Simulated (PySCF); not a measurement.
# SnS at M06

Level: M06. basis Sn def2-SVPD with ECP28, S def2-SVPD; scalar-relativistic core potentials; PySCF 2.14.

| Quantity | Value |
| --- | --- |
| state | ¹Σ⁺ (singlet), closed shell |
| bond length | 4.240 bohr |
| harmonic wavenumber | 482 cm⁻¹ |
| force constant | 3.45 mdyn/Å |
| rotational constant Be | 0.1326 cm⁻¹ |
| anharmonicity ωexe | 1.07 cm⁻¹ |
| vibration–rotation constant αe | 0.000433 cm⁻¹ |
| well depth De to Sn + S | 5.45 eV |
| dissociation energy D0 | 5.42 eV |
| HOMO–LUMO gap | 4.59 eV |
| bond order (Mayer) | 2.17 |
| dipole moment (positive dipole means Sn(−)S(+)) | -3.90 D |

Spin–orbit coupling is left out, which matters for elements this heavy, above all for dissociation energies.
